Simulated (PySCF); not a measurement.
**Exercise with solution: entropy of an ideal gas**

CH4O3, SMILES C(O)(O)O.

Coordinates come from a r2SCAN-D4/def2-SVP optimisation. One conformer was computed; it need not be the lowest.

PySCF 2.14.0 with r2SCAN-D4/def2-SVP gives the harmonic wavenumbers 212, 392, 401, 520, 591, 659, 1008, 1063, 1092, 1239, 1300, 1342, 1443, 1450, 2968, 3752, 3843, 3843 cm⁻¹ and the rotational temperatures 0.4779, 0.4721, 0.2658 K. The molar mass is 64.04 g/mol, the symmetry number 1, the spin multiplicity 1.

**Question.** Work out the entropy at 298.15 K and 1 atm in the rigid-rotor, harmonic-oscillator model.

**Answer.** 
Translation (Sackur–Tetrode at 1 atm): S = R[1.5 ln M + 2.5 ln T − 1.16487] = 160.6 J/(mol K).
Rotation: q = (√π/σ) T^1.5/√(θA θB θC) = 37300, S = R[ln q + 3/2] = 100.0 J/(mol K).
Vibration: with u = 1.4388 ν/T, each mode gives R[u/(e^u − 1) − ln(1 − e^−u)]:
```csv
ν (cm⁻¹),modes,u,S (J/(mol K))
212,1,1.02,8.48
392,1,1.89,4.15
401,1,1.94,4.01
520,1,2.51,2.55
591,1,2.85,1.95
659,1,3.18,1.50
1008,1,4.86,0.38
1063,1,5.13,0.30
1092,1,5.27,0.27
1239,1,5.98,0.15
1300,1,6.27,0.11
1342,1,6.48,0.10
1443,1,6.96,0.06
1450,1,7.00,0.06
```
The stiffer modes add less than 0.005 each. Sum 24.1 J/(mol K).
Spin: R ln 1 = 0.0 J/(mol K).
Total 284.7 J/(mol K); the program's own thermochemistry gives 284.7. Translation makes up 56 % and vibration 8 %. Anharmonicity, hindered rotation and orbital degeneracy are left out.
